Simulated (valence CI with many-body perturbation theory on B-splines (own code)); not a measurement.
## E1 line list for Sb II

Calculated by relativistic CI+MBPT: four valence electrons over a frozen Dirac-Fock core [Kr] 4d10, radial functions for each j: 11 s, 11 p, 10 d, 8 f, 5 g, 2 h, with the one-electron correlation potential Σ1 (screened to all orders), the two-electron term Σ2, the three-electron term Σ3, Breit, model QED; selected single and double excitations, second order for the rest, scaled by the run's own slope (own B-spline code, finite nucleus).

Against 27 measured levels this calculation errs by 129 cm⁻¹ on average and by 345 at most. These come from a selection out of the NIST Handbook of Basic Atomic Spectroscopic Data. Levels without a partner in it may be off by more. Among the levels kept, up to 800 cm⁻¹ of a level comes from second order outside the variational space, and about a tenth of that is noise between levels of different J, which matters for small intervals.

Lines 151 to 200 of 511 in falling wavelength, among levels below 15.452 eV, chosen from the strongest by gf and those to the six lowest levels. Wavelengths and rates use the calculated energies, so an error of 100 cm⁻¹ moves a line at 9604 Å by 0.96 % and its rate by three times that or more. Electric multipoles are in the length gauge, E1 and E2 with the static RPA response of the core. Weak lines are less certain than strong ones. Lines between different terms over intervals too small for the method are left out, as are lines whose strength nearly cancels and 1 of this kind that miss the measured wavelength by over 7 %. Where a level lies close to another of its J and parity, the split of strength between their lines is uncertain. The highest levels of a list are the least certain.

Levels are named by their leading jj configuration (3d3/2^4 stands for four electrons in 3d with j = 3/2), which in mixed levels can hold well under half, so a name can repeat and another be missing. Letters in brackets count levels of one name in rising energy.

```csv
λ vac (Å),Upper,Lower,A (s⁻¹),log gf,Branch %
11680,(5s^2 5p3/2 7d5/2) J=2,(5s^2 5p3/2 7p3/2) J=1,1.33e+07,0.13,3.5
11670,(5s^2 5p3/2 5f7/2) J=2,(5s^2 5p3/2 6d5/2) J=1,1.37e+07,0.15,12.1
11670,(5s^2 5p3/2 7d3/2) J=1,(5s^2 5p3/2 7p3/2) J=1,1.93e+07,0.07,5.2
11650,(5s^2 5p3/2 7d3/2) J=0,(5s^2 5p3/2 7p3/2) J=1,2.51e+07,-0.29,7.6
11590,(5s^2 5p1/2 7d5/2) J=3,(5s^2 5p1/2 7p3/2) J=2,2.97e+07,0.62,6.6
11560,(5s^2 5p1/2 7d5/2) J=2,(5s^2 5p1/2 7p3/2) J=1,2.63e+07,0.42,6.4
11540,(5s^2 5p1/2 5f5/2) J=2,(5s 5p3/2^3) J=1,5.67e+06,-0.25,4.7
11520,(5s^2 5p3/2 7d3/2) J=2,(5s^2 5p3/2 7p1/2) J=2,6.78e+06,-0.17,1.6
11450,(5s^2 5p3/2 7d5/2) J=3 [b],(5s^2 5p3/2 7p3/2) J=2,2.36e+07,0.51,4.6
11440,(5s^2 5p3/2 7d5/2) J=3 [a],(5s^2 5p3/2 7p3/2) J=3,1.00e+07,0.14,2.5
11380,(5s^2 5p3/2 7d5/2) J=3 [a],(5s^2 5p3/2 7p1/2) J=2,1.57e+07,0.33,3.9
11370,(5s^2 5p3/2 5f5/2) J=2,(5s^2 5p1/2 8s) J=1,2.56e+06,-0.61,2.1
11180,(5s^2 5p1/2 7d3/2) J=1,(5s^2 5p1/2 7p1/2) J=0,1.59e+07,-0.05,1.9
11100,(5s^2 5p1/2 7d3/2) J=2,(5s^2 5p1/2 7p1/2) J=1,2.71e+07,0.40,12.1
11080,(5s^2 5p3/2 7d3/2) J=2,(4f5/2 5s^2 5p3/2) J=1 [b],1.18e+07,0.04,2.8
11080,(5s^2 5p3/2 7d5/2) J=2,(5s^2 5p3/2 7p1/2) J=2,8.73e+06,-0.09,2.3
11070,(5s^2 5p3/2 7d3/2) J=1,(5s^2 5p3/2 7p1/2) J=2,4.90e+06,-0.57,1.3
10870,(5s^2 5p3/2 5f7/2) J=2,(5s^2 5p1/2 8s) J=1,2.87e+06,-0.59,2.5
10860,(5s^2 5p3/2 7d5/2) J=3 [a],(4f7/2 5s^2 5p3/2) J=2,2.27e+06,-0.55,0.6
10840,(5s^2 5p3/2 5f7/2) J=4,(5s^2 5p3/2 6d5/2) J=3,6.48e+06,0.01,4.8
10780,(5s^2 5p3/2 7d3/2) J=2,(4f5/2 5s^2 5p3/2) J=1 [a],9.11e+06,-0.10,2.2
10670,(5s^2 5p1/2 6p3/2) J=1,(5s^2 5p1/2 5d3/2) J=2 [b],4.51e+06,-0.64,4.4
10510,(5s^2 5p3/2 5f7/2) J=3,(5s^2 5p3/2 6d5/2) J=3,3.05e+06,-0.45,2.3
10310,(5s^2 5p3/2 5g9/2) J=3,(5s^2 5p3/2 7p1/2) J=2,5.98e+06,-0.18,8.8
10220,(5s^2 5p3/2 5f5/2) J=4,(5s^2 5p3/2 6d5/2) J=3,3.17e+07,0.65,35.1
9998,(5s^2 5p1/2 7d3/2) J=1,(5s^2 5p1/2 7p1/2) J=1,5.17e+06,-0.63,0.6
9970,(5s^2 5p3/2 7d5/2) J=4,(4f7/2 5s^2 5p3/2) J=3,2.15e+06,-0.54,3.5
9956,(5s^2 5p3/2 5g7/2) J=2,(4f5/2 5s^2 5p3/2) J=1 [b],1.92e+07,0.15,29.3
9896,(5s^2 5p3/2 5f7/2) J=3,(5s^2 5p3/2 6d5/2) J=2,2.98e+07,0.49,22.6
9885,(5s^2 5p3/2 5g9/2) J=3,(4f7/2 5s^2 5p3/2) J=2,4.81e+07,0.69,70.4
9880,(5s^2 5p3/2 5g7/2) J=2,(4f7/2 5s^2 5p3/2) J=2,3.42e+06,-0.60,5.2
9845,(5s^2 5p1/2 5f7/2) J=3,(5s^2 5p1/2 6d5/2) J=2,3.21e+07,0.51,23.1
9772,(5s^2 5p3/2 5f5/2) J=2,(5s^2 5p3/2 6d5/2) J=2,3.81e+06,-0.56,3.2
9754,(5s^2 5p1/2 5f5/2) J=2,(5s^2 5p1/2 6d5/2) J=2,3.97e+06,-0.55,3.3
9715,(5s^2 5p3/2 5g9/2) J=5,(4f5/2 5s^2 5p3/2) J=4,2.39e+06,-0.43,3.3
9709,(5s^2 5p3/2 5g7/2) J=2,(4f5/2 5s^2 5p3/2) J=1 [a],3.01e+07,0.33,46.0
9700,(5s^2 5p3/2 5f5/2) J=2,(5s^2 5p3/2 6d3/2) J=1,1.51e+07,0.03,12.5
9700,(5s^2 5p3/2 5g7/2) J=4,(4f5/2 5s^2 5p3/2) J=4,4.18e+06,-0.27,5.8
9690,(5s^2 5p1/2 5f5/2) J=3,(5s^2 5p1/2 6d5/2) J=3,2.32e+06,-0.64,1.5
9604,(5s^2 5p3/2 6p3/2) J=3,(5s^2 5p3/2 5d5/2) J=4,1.56e+07,0.18,17.1
9525,(5s^2 5p3/2 5f5/2) J=3,(5s^2 5p3/2 6d3/2) J=2,3.54e+07,0.53,24.5
9525,(5s^2 5p1/2 5f7/2) J=4,(5s^2 5p1/2 6d5/2) J=3,4.38e+07,0.73,37.0
9518,(5s^2 5p3/2 5g7/2) J=5,(4f5/2 5s^2 5p3/2) J=4,6.29e+07,0.97,94.6
9473,(5s^2 5p1/2 5f7/2) J=3,(5s^2 5p1/2 6d5/2) J=3,2.25e+06,-0.67,1.6
9470,(5s 5p3/2^3) J=1,(5s^2 5p3/2 6p3/2) J=0,6.52e+06,-0.58,0.2
9431,(5s^2 5p3/2 5f5/2) J=1,(5s^2 5p3/2 6d3/2) J=0,1.81e+07,-0.14,13.9
9431,(5s^2 5p3/2 5f5/2) J=1,(5s^2 5p3/2 6d3/2) J=1,1.70e+07,-0.17,13.0
9413,(5s^2 5p3/2 5f5/2) J=3,(5s^2 5p3/2 6d3/2) J=3,5.51e+06,-0.29,3.8
9397,(5s^2 5p3/2 5f7/2) J=2,(5s^2 5p3/2 6d5/2) J=2,7.36e+06,-0.31,6.5
9353,(5s^2 5p3/2 5f7/2) J=4,(5s^2 5p3/2 6d3/2) J=3,3.08e+07,0.56,22.7
```

Problem. How does gf follow from A for the line at 9772 Å?

Solution. gf = 1.4992 × (2J+1)_upper × A / σ², with σ = 10233 cm⁻¹ and 2J+1 = 5: gf = 0.272.
